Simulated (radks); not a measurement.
Nb, configuration [Kr] 4d3.75 5s1 4f0.25 (fractional occupations, a model configuration). Method: Dirac Kohn-Sham, LDA (Slater exchange, Perdew-Wang correlation), spin-unpolarised, spherical densities, finite nucleus; open shells fill j = l - 1/2 first; Fermi nuclear charge, rms radius 4.324 fm; computed with a radial shooting solver on a logarithmic mesh with Libxc functionals.

Spin-orbit splittings of the eigenvalues, e(l+1/2) - e(l-1/2), with zeta = 2 splitting/(2l+1) and mean radii in bohr:

shell  occ.  splitting (eV)  zeta (eV)  <r> j=l-1/2  <r> j=l+1/2
2p        6           95.61      63.74       0.1347       0.1392
3p        6           15.51      10.34       0.4392       0.4498
3d       10           2.889      1.156       0.4313       0.4348
4p        6           2.138      1.425        1.280        1.312
4d     3.75          0.1623    0.06493        2.125        2.155
4f     0.25       1.652e-08  4.720e-09        39.55        39.55
